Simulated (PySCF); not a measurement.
Ranking problems on computed properties.

Species are written as SMILES; each is one conformer at its optimised geometry, gas phase, non-relativistic unless stated. Electronic properties by PySCF.

The conformers computed, where there is a choice (atom-mapped SMILES and torsion angles):
- `[CH:1]#[C:2][SiH2:3]/[C:4](=[CH:5]/[CH3:6])[S@@:7]([CH3:8])=[O:9]`: C2–Si3–C4–C5 -68°, Si3–C4–S7–C8 -81°
- `[CH3:1][S:2][SiH2:3][CH2:4][CH2:5][C:6]#[C:7][CH:8]=[O:9]`: C1–S2–Si3–C4 -177°, S2–Si3–C4–C5 -47°, Si3–C4–C5–C6 180°
- `[CH3:1][C:2](=[O:3])/[CH:4]=[CH:5]/[Si@H:6]([SiH3:7])[PH2:8]`: C1–C2–C4–C5 170°, C4–C5–Si6–Si7 -154°, H–P8–Si6–C5 160°, H–P8–Si6–C5 67°
- `[CH3:1][C:2]1=[CH:3][SiH2:4][C:5]([S@:6]([CH3:7])=[O:8])=[CH:9]1`: Si4–C5–S6–C7 96°
- `[CH2:1]=[CH:2][S:3][C@@H:4]1[CH2:5][Si@@H:6]1[C:7]([CH3:8])=[O:9]`: C1–C2–S3–C4 176°, C2–S3–C4–C5 -60°, C5–Si6–C7–C8 -26°
- `[CH3:1][C:2]([CH3:3])([CH:4]=[O:5])[SiH2:6][CH:7]=[C:8]=[S:9]`: C1–C2–C4–O5 -33°, C1–C2–Si6–C7 63°, C2–Si6–C7–C8 -162°
- `[H]/[C:1]=[C:2](/[CH2:3][C:4]#[N:5])[N:6]=[CH2:7]`: C1–C2–C3–C4 -107°, C1–C2–N6–C7 49°
- `[CH3:1][CH2:2][Si@@H:3]([SH:4])[c:5]1[cH:6][cH:7][o:8][cH:9]1`: C1–C2–Si3–S4 -62°, C2–Si3–C5–C6 84°, H–S4–Si3–C2 172°
- `[CH:1]#[C:2][C@@H:3]1[CH2:4][S@@:5](=[O:6])[C@H:7]1[SiH2:8][CH3:9]`: S5–C7–Si8–C9 -72°
- `[CH3:1][C@@H:2]([SH:3])[C@@H:4]1[SiH2:5][CH:6]=[CH:7][C:8]1=[O:9]`: C1–C2–C4–Si5 -165°, H–S3–C2–C1 58°

The conformers of `O=C[C@@H]1CC=C(S[SiH3])C1` aren't listed.

**Question.** Rank by HOMO energy, highest first (PBE0/pcSseg-1 at GFN2-xTB geometries).
A. `C#C[SiH2]/C(=C/C)[S@@](C)=O`
B. `C=CS[C@@H]1C[Si@@H]1C(C)=O`
C. `CC1=C[SiH2]C([S@](C)=O)=C1`
D. `CS[SiH2]CCC#CC=O`
E. `CC(=O)/C=C/[Si@H]([SiH3])P`

**Answer.** B (-6.32 eV), C (-6.44 eV), A (-6.56 eV), D (-7.04 eV), E (-7.37 eV).

**Question.** By how much do the two ends of that ranking differ?

**Answer.** By 1.05 eV, between `C=CS[C@@H]1C[Si@@H]1C(C)=O` and `CC(=O)/C=C/[Si@H]([SiH3])P`.

**Question.** Rank by smallest rotational constant, lowest first (GFN2-xTB).
A. `[H]/[C]=C(/CC#N)N=C` [radical]
B. `CC(=O)/C=C/[Si@H]([SiH3])P`
C. `C#C[SiH2]/C(=C/C)[S@@](C)=O`
D. `C(CC#CC=O)[SiH2]SC`
E. `CC(C)(C=O)[SiH2]C=C=S`

**Answer.** D (0.305 GHz), B (0.423 GHz), E (0.489 GHz), C (0.723 GHz), A (1.640 GHz).

**Question.** Rank by dipole moment, lowest first (PBE0/pcSseg-1 at GFN2-xTB geometries).
A. `CC(=O)/C=C/[Si@H]([SiH3])P`
B. `C(S[C@H]1[Si@@H](C(C)=O)C1)=C`
C. `CC(C)(C=O)[SiH2]C=C=S`
D. `CS[SiH2]CCC#CC=O`
E. `[Si@@H](S)(CC)c1cocc1`
F. `C#C[C@@H]1C[S@@](=O)[C@H]1[SiH2]C`

**Answer.** E (1.93 D), A (2.18 D), F (2.55 D), B (2.76 D), C (3.19 D), D (4.33 D).

**Question.** Rank by HOMO–LUMO gap, highest first (PBE0/pcSseg-1 at GFN2-xTB geometries).
A. `CC(C)(C=O)[SiH2]C=C=S`
B. `O=C[C@@H]1CC=C(S[SiH3])C1`
C. `C#C[SiH2]/C(=C/C)[S@@](C)=O`
D. `C[C@@H](S)[C@@H]1[SiH2]C=CC1=O`
E. `C=CS[C@@H]1C[Si@@H]1C(C)=O`
F. `CC[Si@@H](S)c1ccoc1`
G. `CC(=O)/C=C/[Si@H]([SiH3])P`

**Answer.** F (6.74 eV), B (5.67 eV), C (5.53 eV), G (5.32 eV), D (5.16 eV), E (4.79 eV), A (4.66 eV).
